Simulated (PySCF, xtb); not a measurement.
BaF, SMILES [F][Ba+], charge +1.

GFN2-xTB (xtb) at its own geometry gives an orbital gap of 1.03 eV.

The structure is a stationary point at PBE0-D3(BJ)/def2-TZVPD. The multiplicity is an assumed one; other spin states were not compared. The def2 effective core potentials stand for the cores of Ba; spin–orbit coupling is left out.

Problem. What does PySCF with CAM-B3LYP/def2-TZVPD give? (Estimate from the structure and the level; the computed values follow.)

Solution. gap 10.19 eV (levels -15.69 and -5.50 eV).
